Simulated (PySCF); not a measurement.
AlH5P2, SMILES [PH2][AlH][PH2].

Geometry optimised at ωB97X-D3(BJ)/def2-SVP. The values are those of a single conformer.

These are PySCF with r2SCAN/def2-TZVPD values and carry that method's errors.

Isolated molecule, no solvent.

```yaml
total_energy: -928.09512 hartree
point_group: Cs
highest_occupied_level: -6.21 eV
lowest_empty_level: -2.08 eV
orbital_gap: 4.14 eV
dipole_moment: 1.16 D
quadrupole, principal values (traceless, Buckingham form, about the centre of nuclear charge): -4.31, -0.49, 4.80 D·Å
mean_static_polarisability: 91.5 bohr³ (13.55 Å³)
polarisability_principal_values: 72.5, 84.8, 117.2 bohr³
```
